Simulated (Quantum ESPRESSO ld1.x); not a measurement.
Results of a calculation; reference values are marked as such.
Task: The aim is the rubidium ion Rb2+ in [Ar] 3d10 4s2 4p5. This ld1.x (Quantum ESPRESSO 7.5) run was made with `OMP_NUM_THREADS=1 ld1.x < ld1.in > ld1.out`. Can the result be used? Name any fault.

```
 &input
    zed=37.0,
    iswitch=1,
    rel=1,
    dft='BLYP',
    config='[Ar] 3d10 4s2 4p5 8s1',
    prefix='ld1',
    max_out_wfc=37,
    file_charge='ld1.rho',
 /
```

Output (excerpt):

```
     Program LD1 v.7.5 starts

 %%%%%%%%%%%%%%%%%%%%%%%%%%%%%%%%%%%%%%%%%%%%%%%%%%%%%%%%%%%%%%%%%%%%%%%%%%%%%%
     Error in routine el_config (9):
     wrong main quantum number
 %%%%%%%%%%%%%%%%%%%%%%%%%%%%%%%%%%%%%%%%%%%%%%%%%%%%%%%%%%%%%%%%%%%%%%%%%%%%%%

     stopping ...
```

Result: No (refused). The line at issue: config='[Ar] 3d10 4s2 4p5 8s1'. The program stops in el_config with "wrong main quantum number": the config string takes n from 1 to 7 alone. The sound input gives -2980.502 hartree.
